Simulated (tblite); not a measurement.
Species: C₆H₈N₂O₂.
SMILES with atom numbers: `[CH3:1][O:2][c:3]1[n:4][n:5][c:6]([CH:7]2[CH2:8][CH2:9]2)[o:10]1` (hydrogens: H11, H12, H13 on C1; H14 on C7; H15, H16 on C8; H17, H18 on C9)

Computed with GFN2-xTB (tblite), gas phase: L-BFGS steps from a force-field or distance-geometry start until the largest atomic force falls under 0.01 eV/Å.

Step 19: E = -840.4282 eV
```
atom  x, y, z in Å  |  force x, y, z in eV/Å
C1      3.7459   -0.1774    0.3770    0.012   0.012  -0.014
O2      2.4526   -0.2976    0.9522   -0.001  -0.004  -0.010
C3      1.4719   -0.0481    0.1068   -0.032   0.005  -0.006
N4      1.5448    0.2828   -1.1387   -0.011  -0.014   0.020
N5      0.2641    0.4259   -1.5658   -0.010   0.002   0.018
C6     -0.5085    0.1775   -0.5643   -0.004   0.000   0.011
C7     -1.9631    0.2126   -0.5664    0.003   0.004  -0.024
C8     -2.7262    0.6783    0.6493    0.039   0.008  -0.028
C9     -2.7593   -0.7614    0.2670    0.034   0.001  -0.033
O10     0.2060   -0.1382    0.5581   -0.017  -0.014   0.044
H11     3.9001    0.8346    0.0009    0.015   0.036   0.000
H12     4.4506   -0.4043    1.1728   -0.012  -0.008   0.016
H13     3.8603   -0.8757   -0.4531    0.004  -0.030  -0.006
H14    -2.3370    0.4813   -1.5441   -0.045   0.003  -0.011
H15    -2.1532    0.9540    1.5217    0.001   0.006  -0.014
H16    -3.5959    1.2955    0.4786    0.014  -0.056   0.017
H17    -2.2090   -1.4594    0.8798    0.001   0.012  -0.012
H18    -3.6529   -1.1740   -0.1768    0.008   0.035   0.034
```

Step 20: E = -840.4287 eV
```
atom  x, y, z in Å  |  force x, y, z in eV/Å
C1      3.7440   -0.1772    0.3770    0.008   0.009  -0.012
O2      2.4515   -0.2984    0.9546   -0.014   0.008  -0.039
C3      1.4706   -0.0484    0.1086   -0.033  -0.005   0.003
N4      1.5448    0.2820   -1.1369   -0.003  -0.006   0.012
N5      0.2648    0.4261   -1.5660    0.002  -0.003   0.028
C6     -0.5090    0.1780   -0.5656    0.002  -0.005   0.016
C7     -1.9634    0.2130   -0.5686    0.017   0.007  -0.020
C8     -2.7238    0.6778    0.6489    0.038   0.018  -0.030
C9     -2.7569   -0.7609    0.2666    0.031  -0.006  -0.036
O10     0.2040   -0.1384    0.5582   -0.015  -0.007   0.033
H11     3.8976    0.8351    0.0009    0.011   0.030   0.000
H12     4.4499   -0.4039    1.1714   -0.004  -0.009   0.025
H13     3.8575   -0.8759   -0.4530    0.002  -0.025  -0.006
H14    -2.3390    0.4817   -1.5458   -0.039   0.001  -0.005
H15    -2.1508    0.9535    1.5204    0.022   0.013   0.003
H16    -3.5934    1.2936    0.4802   -0.020  -0.032   0.010
H17    -2.2068   -1.4582    0.8788    0.024  -0.008   0.001
H18    -3.6505   -1.1733   -0.1747   -0.028   0.019   0.016
```

Step 21: E = -840.4292 eV
```
atom  x, y, z in Å  |  force x, y, z in eV/Å
C1      3.7423   -0.1768    0.3768    0.004   0.004  -0.008
O2      2.4503   -0.2991    0.9562   -0.015   0.015  -0.048
C3      1.4688   -0.0487    0.1105   -0.022  -0.014   0.011
N4      1.5448    0.2811   -1.1349    0.001   0.002   0.006
N5      0.2655    0.4262   -1.5658    0.010  -0.005   0.025
C6     -0.5094    0.1784   -0.5665    0.000  -0.008   0.018
C7     -1.9635    0.2136   -0.5712    0.025   0.010  -0.020
C8     -2.7207    0.6775    0.6479    0.024   0.025  -0.016
C9     -2.7540   -0.7604    0.2656    0.018  -0.017  -0.025
O10     0.2017   -0.1387    0.5590   -0.009   0.002   0.011
H11     3.8954    0.8361    0.0010    0.006   0.013   0.002
H12     4.4490   -0.4038    1.1704   -0.005  -0.007   0.024
H13     3.8548   -0.8765   -0.4529    0.002  -0.012  -0.002
H14    -2.3417    0.4823   -1.5476   -0.026   0.000   0.002
H15    -2.1481    0.9533    1.5190    0.039   0.018   0.010
H16    -3.5913    1.2912    0.4819   -0.043  -0.010   0.003
H17    -2.2040   -1.4571    0.8778    0.041  -0.022   0.004
H18    -3.6486   -1.1723   -0.1722   -0.049   0.007   0.002
```

Step 22: E = -840.4296 eV
```
atom  x, y, z in Å  |  force x, y, z in eV/Å
C1      3.7406   -0.1764    0.3765    0.001  -0.001  -0.003
O2      2.4488   -0.2995    0.9571   -0.006   0.015  -0.034
C3      1.4667   -0.0493    0.1124   -0.003  -0.017   0.015
N4      1.5448    0.2802   -1.1328    0.001   0.007  -0.001
N5      0.2665    0.4263   -1.5652    0.009  -0.005   0.013
C6     -0.5097    0.1787   -0.5673   -0.001  -0.006   0.011
C7     -1.9633    0.2143   -0.5741    0.013   0.006  -0.006
C8     -2.7173    0.6778    0.6467    0.005   0.013  -0.003
C9     -2.7508   -0.7604    0.2643    0.003  -0.011  -0.006
O10     0.1992   -0.1389    0.5599   -0.002   0.007  -0.009
H11     3.8932    0.8372    0.0011    0.003  -0.006   0.003
H12     4.4482   -0.4037    1.1698   -0.013  -0.003   0.017
H13     3.8521   -0.8773   -0.4528    0.004   0.004   0.003
H14    -2.3449    0.4827   -1.5493   -0.008  -0.001   0.005
H15    -2.1446    0.9534    1.5178    0.045   0.020   0.004
H16    -3.5901    1.2887    0.4837   -0.047   0.002  -0.001
H17    -2.2005   -1.4564    0.8769    0.045  -0.024  -0.004
H18    -3.6476   -1.1712   -0.1698   -0.048   0.000  -0.004
```

Task: Estimate the geometry and energy of step 23. (The exact step hangs on the optimiser's Hessian estimate; all steps are aligned on step 22, rigid shifts and turns removed.)

Result: E = -840.4299 eV, largest force 0.042 eV/Å
```
atom  x, y, z in Å  |  force x, y, z in eV/Å
C1      3.7395   -0.1762    0.3764    0.000  -0.004   0.001
O2      2.4477   -0.2996    0.9575    0.004   0.008  -0.008
C3      1.4652   -0.0499    0.1137    0.009  -0.011   0.007
N4      1.5451    0.2797   -1.1312   -0.001   0.006  -0.003
N5      0.2674    0.4263   -1.5648    0.002  -0.002  -0.001
C6     -0.5098    0.1789   -0.5679   -0.004  -0.002   0.002
C7     -1.9631    0.2149   -0.5760   -0.001   0.002   0.001
C8     -2.7151    0.6783    0.6459   -0.011   0.004   0.012
C9     -2.7487   -0.7605    0.2633   -0.009  -0.008   0.010
O10     0.1975   -0.1390    0.5603    0.003   0.006  -0.015
H11     3.8916    0.8377    0.0012    0.003  -0.014   0.002
H12     4.4475   -0.4037    1.1696   -0.019  -0.001   0.011
H13     3.8502   -0.8777   -0.4527    0.006   0.011   0.004
H14    -2.3472    0.4831   -1.5504    0.005  -0.002   0.007
H15    -2.1413    0.9537    1.5171    0.036   0.018  -0.013
H16    -3.5902    1.2872    0.4850   -0.030   0.000   0.001
H17    -2.1973   -1.4563    0.8762    0.034  -0.014  -0.020
H18    -3.6478   -1.1706   -0.1682   -0.027   0.003   0.002
```

The energy changes by -0.0003 eV. The first-order estimate −F·Δx gives -0.0004 eV and the mean of the old and new forces, exact on a quadratic surface, -0.0003 eV. The step makes an angle of 68° with the force vector and moves no atom by more than 0.003 Å.
